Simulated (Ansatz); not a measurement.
An input meant for the cluster Cu2F2 (charge 0, triplet).

```yaml
crystal:
  periodic: [false, false, false]
  atoms:
    - {symbol: Cu, position_ang: [0.431517, 0.440432, 0.067406]}
    - {symbol: Cu, position_ang: [-1.264211, -1.186394, -0.165025]}
    - {symbol: F, position_ang: [0.226691, 2.085380, 0.614513]}
    - {symbol: F, position_ang: [0.606003, -1.339418, -0.516903]}
basis:
  gaussian: {orbitals: pcseg-2, final_grid: {core_spheres: 5, valence_spheres: 4, degree: 11}, nuclear_model: gaussian}
magnetization: {spin_polarized: true, initial_magnetization: 2}
hamiltonian: {xc: {name: HF}}
correlation: {active_space: {window: {electrons: 6, orbitals: 2}}}
scf: {omitted_lower_state_checks: [starts]}
```

```sh
$ ansatz run in.yaml --threads 4 --pin off --events-out ev --progress --plain --max-ram 3916MiB
```

(1) Predict how Ansatz answers.

## Answers

(1) The program refused the input.
```
Error: invalid value for `correlation.active_space`: it starts from restricted Hartree–Fock orbitals; set hamiltonian.xc: hf without magnetization.spin_polarized
```
